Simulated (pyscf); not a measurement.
Structures and frequencies: ωB97X-D3(BJ)/def2-SVP in PySCF. Correlated levels are frozen-core, on RHF or UHF. ΔMP2 is the change of the MP2 total energy from the triple- to the quadruple-zeta basis. Singlets are restricted, triplets unrestricted.

Singlet (Å):
```xyz
4

Ga     0.5236    -0.3994     0.3435
In     2.1633     1.3871    -0.9678
H      0.7098    -0.8716     1.8574
H     -0.7516    -1.1131    -0.3000
```

Triplet (Å):
```xyz
4

Ga    -1.2583    -0.5652    -0.2391
In    -0.5993     0.5617     1.9754
H     -0.4649    -1.8657    -0.5939
H     -2.3947     0.1468    -1.0444
```

**Question.** For these two minima of H₂Ga–In, which spin state lies lower at CCSD(T)/def2-TZVPP + ΔMP2(QZVPP), and by how much (electronic energies)?

**Answer.** The singlet, by 15.0 kcal/mol. Zero-point energy shifts E(triplet) − E(singlet) by +0.3 kcal/mol. Other isomers of H₂Ga–In [singlet] were not searched in full and may lie lower. 

E(triplet) − E(singlet) by level (kcal/mol):

```
level                               gap
--------------------------------  -----
ωB97X-D3(BJ)/def2-TZVP            +16.3
PBE/def2-TZVP                     +11.9
r²SCAN/def2-TZVP                   +7.9
B3LYP-D3(BJ)/def2-TZVP            +15.0
PBE0-D3(BJ)/def2-TZVP             +11.6
M06-2X/def2-TZVP                  +11.4
ωB97M-D3(BJ)/def2-TZVP            +17.4
HF/def2-TZVP                       +6.5
MP2/def2-QZVPP                    +14.0
CCSD/def2-TZVPP                   +14.1
CCSD(T)/def2-TZVPP                +13.9
CCSD(T)/def2-TZVPP + ΔMP2(QZVPP)  +15.0
```

The triplet is the lowest one reached from the SCF start used. The CCSD(T) − MP2 part came from Ansatz, without density fitting, on the same reference. The frozen core leaves the outer d or s,p core shells of the metals and heavy elements correlated in the MP2 and CC values, and def2-TZVPP describes them poorly, which can shift differences by a few kcal/mol. Elements up to Kr have no core potential and no relativistic terms here. Elements past Kr carry the def2 core potentials, without spin-orbit coupling.
